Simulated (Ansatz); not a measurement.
Gas-phase electronic energies from Ansatz, PBE0-D4/def2-TZVP geometries. CCSD(T)/CBS adds triple-zeta CCSD(T) − MP2 to the extrapolated MP2 energy (def2 sets, frozen cores). This one scheme is used for every species. DFT in def2-TZVPP. B3LYP here is the variant with VWN-RPA as its local correlation; programs differ in this. Each species was taken in one conformer, which may not be the lowest.

Reaction (ligand exchange at the Si–C bond): `C[SiH](C)CCl` + H–F → `C[SiH](F)CCl` + CH₄

| level | ΔE (kcal/mol) | difference from CCSD(T)/CBS |
| --- | --- | --- |
| PBE-D4 | -32.7 | 1.6 |
| r2SCAN-D4 | -36.1 | -1.8 |
| PBE0-D4 | -33.0 | 1.3 |
| ωB97X-V | -35.6 | -1.3 |
| PBE | -34.1 | 0.2 |
| r2SCAN | -36.5 | -2.2 |
| B3LYP | -38.2 | -3.9 |
| HF/def2-TZVPP | -40.9 | -6.6 |
| MP2/def2-TZVPP | -34.2 | 0.1 |
| SCS-MP2/def2-TZVPP | -35.8 | -1.5 |
| HF/def2-QZVPP | -41.2 | -6.9 |
| MP2/def2-QZVPP | -34.2 | 0.1 |
| SCS-MP2/def2-QZVPP | -35.8 | -1.5 |
| HF/CBS(def2) | -41.3 | -7.0 |
| MP2/CBS(def2) | -34.0 | 0.3 |
| CCSD/CBS(def2) | -35.1 | -0.8 |
| CCSD(T)/CBS | -34.3 | 0 |

Largest T1 diagnostic among the species: 0.010.

In def2-TZVPP, CCSD(T) changes the Hartree–Fock value by +6.4 kcal/mol (the triples alone add +0.8 kcal/mol) and MP2 by +6.7 kcal/mol. The D4 term adds +2.2 kcal/mol with B3LYP and +1.3 kcal/mol with PBE0; it sums over pairs of atoms, weighted by their polarisabilities, and B3LYP, whose exchange is more repulsive, gets the larger term.
